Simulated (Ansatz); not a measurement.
The inner images of a band of AlClF₃H (6 atoms, charge 0, multiplicity 1) are given out of order.

Level of theory: RKS PBE0-D4/def2-mTZVP (Ansatz 0.2.0).

Image 0:

```xyz
6
Properties=species:S:1:pos:R:3
Al -0.612 0.180 -0.143
Cl -0.550 -1.691 0.844
F -0.839 0.177 -1.766
F -1.044 1.493 0.739
H 1.673 -0.470 0.380
F 1.371 0.311 -0.053
```

Image 8:

```xyz
6
Properties=species:S:1:pos:R:3
Al -0.317 0.605 -0.343
Cl -0.018 -1.561 0.818
F -1.027 0.097 -1.734
F -1.229 1.407 0.762
H 1.271 -1.384 0.828
F 1.320 0.836 -0.332
```

Task: Put them in order from the first end to the last, with their energies above the first end.
A.
```xyz
6
Properties=species:S:1:pos:R:3
Al -0.352 0.465 -0.272
Cl -0.036 -1.615 0.844
F -0.930 0.144 -1.770
F -1.138 1.469 0.755
H 1.108 -0.924 0.575
F 1.347 0.460 -0.131
```
B.
```xyz
6
Properties=species:S:1:pos:R:3
Al -0.325 0.568 -0.324
Cl -0.024 -1.585 0.830
F -1.002 0.114 -1.748
F -1.207 1.430 0.759
H 1.228 -1.230 0.744
F 1.329 0.704 -0.261
```
C.
```xyz
6
Properties=species:S:1:pos:R:3
Al -0.333 0.525 -0.302
Cl -0.028 -1.606 0.841
F -0.967 0.127 -1.760
F -1.174 1.448 0.759
H 1.165 -1.075 0.659
F 1.338 0.582 -0.196
```
D.
```xyz
6
Properties=species:S:1:pos:R:3
Al -0.466 0.322 -0.207
Cl -0.161 -1.621 0.836
F -0.881 0.176 -1.782
F -1.085 1.500 0.743
H 1.211 -0.653 0.442
F 1.382 0.278 -0.032
```
E.
```xyz
6
Properties=species:S:1:pos:R:3
Al -0.581 0.214 -0.160
Cl -0.412 -1.664 0.840
F -0.853 0.182 -1.775
F -1.054 1.501 0.737
H 1.517 -0.532 0.403
F 1.382 0.298 -0.044
```
F.
```xyz
6
Properties=species:S:1:pos:R:3
Al -0.397 0.394 -0.240
Cl -0.078 -1.613 0.839
F -0.897 0.165 -1.780
F -1.104 1.491 0.746
H 1.114 -0.776 0.499
F 1.362 0.338 -0.065
```
G.
```xyz
6
Properties=species:S:1:pos:R:3
Al -0.535 0.257 -0.179
Cl -0.282 -1.639 0.836
F -0.864 0.181 -1.780
F -1.066 1.504 0.739
H 1.356 -0.585 0.417
F 1.390 0.282 -0.035
```

Result: E (+0.02 eV), G (+0.07 eV), D (+0.19 eV), F (+0.31 eV), A (+0.21 eV), C (+0.10 eV), B (+0.04 eV).

Run time: 100 s on 2 threads of Intel(R) Xeon(R) Platinum 8488C (Sapphire Rapids), with other jobs on the host, peak memory 0.25 GiB.
